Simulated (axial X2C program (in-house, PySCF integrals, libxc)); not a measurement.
## Outer orbitals of ReSe²⁺ at 2.267 Å, HF

Computed with an in-house all-electron X2C program for linear molecules (integrals from PySCF). Spin-free means the one-electron spin-free X2C Hamiltonian; two-component (2c) means X2C with spin–orbit coupling and atomic mean-field two-electron Coulomb and Gaunt terms, so the difference of the two also holds small scalar two-electron terms. Basis: Re dyall-v2z [11s12p9d6f], Se dyall-v2z [7s8p5d] (cores contracted in-house); Gaussian nuclei, density fitting, unrestricted open shells. Masses: Re 186.956 u, Se 79.917 u.

The distance is close to the 2c PBE0 minimum; the highest filled and lowest empty levels are listed.

Spin-free orbitals, state M_S = 3/2, Λ = 0 (beyond evenly filled blocks: σα, δ+α, δ-α) (Löwdin shares):

```tsv
symmetry	occupied	ε (eV)	atomic character
σα	yes	-34.94	66% Se s, 14% Re d, 9% Re p
π-α	yes	-26.17	94% Re d, 4% Se p
π+α	yes	-26.17	94% Re d, 4% Se p
σα	yes	-26.10	64% Re d, 22% Se p, 10% Se s
δ+α	yes	-26.06	100% Re d
δ-α	yes	-26.06	100% Re d
σβ	yes	-25.18	74% Se p, 11% Re d, 6% Re s
π+β	yes	-24.89	84% Se p, 9% Re d, 4% Re f
π-β	yes	-24.89	84% Se p, 9% Re d, 4% Re f
σα	yes	-22.98	44% Re s, 40% Se p, 12% Re d
π-α	no	-12.22	67% Se p, 24% Re p, 6% Re d
π+α	no	-12.22	67% Se p, 24% Re p, 6% Re d
σα	no	-11.44	39% Re p, 36% Re s, 16% Se p
σβ	no	-10.86	74% Re s, 18% Re d, 6% Re p
```

Spinors with spin–orbit coupling (state Ω = 3/2):

```tsv
ω	occupied	ε (eV)	atomic character	λ mixture
1/2	yes	-34.95	66% Se s, 14% Re d, 9% Re p	100% σ
-3/2	yes	-26.49	99% Re d	98% δ, 2% π
-1/2	yes	-26.41	93% Re d, 4% Se p	97% π, 3% σ
1/2	yes	-26.13	65% Re d, 22% Se p, 10% Se s	99% σ, 1% π
3/2	yes	-25.97	94% Re d, 4% Se p	99% π, 1% δ
5/2	yes	-25.62	100% Re d	100% δ
-1/2	yes	-25.17	73% Se p, 12% Re d, 6% Re s	97% σ, 3% π
1/2	yes	-25.04	84% Se p, 8% Re d, 4% Re f	99% π, 1% σ
-3/2	yes	-24.69	84% Se p, 9% Re d, 4% Re f	99% π, 1% δ
1/2	yes	-22.98	44% Re s, 40% Se p, 12% Re d	99% σ, 1% π
-1/2	no	-12.40	65% Se p, 26% Re p, 6% Re d	99% π, 1% σ
3/2	no	-12.06	68% Se p, 22% Re p, 7% Re d	100% π
1/2	no	-11.46	39% Re p, 36% Re s, 15% Se p	98% σ, 2% π
-1/2	no	-10.89	74% Re s, 17% Re d, 7% Re p	99% σ, 1% π
```

**Question.** How does the gap between the highest filled and lowest empty level change from the spin-free to the 2c table?

**Answer.** From 10.76 to 10.58 eV at HF, a change of -0.18 eV.

Mulliken charges and populations of the two-component result (they depend on the basis, above all on diffuse functions):

Re 1.01 e (s 10.71 p 24.18 d 25.05 f 14.05), Se 0.99 e (s 7.89 p 15.06 d 10.05). ⟨Lz⟩ = 0.02 ħ and ⟨Sz⟩ = 1.48 ħ (2.48 and -1.01 on the two atoms), which add up to Ω.

One determinant describes the state; a PBE0 search over occupations chose it and may have missed a lower one. With several unpaired electrons one determinant need not be a pure state. This is the top spin component of a Σ state; components of lower Ω are not single determinants and can lie lower. The determinant is spin-polarised beyond a pure state at some levels (its spin-free form has ⟨S²⟩ too high), which makes Re and μ there less reliable.
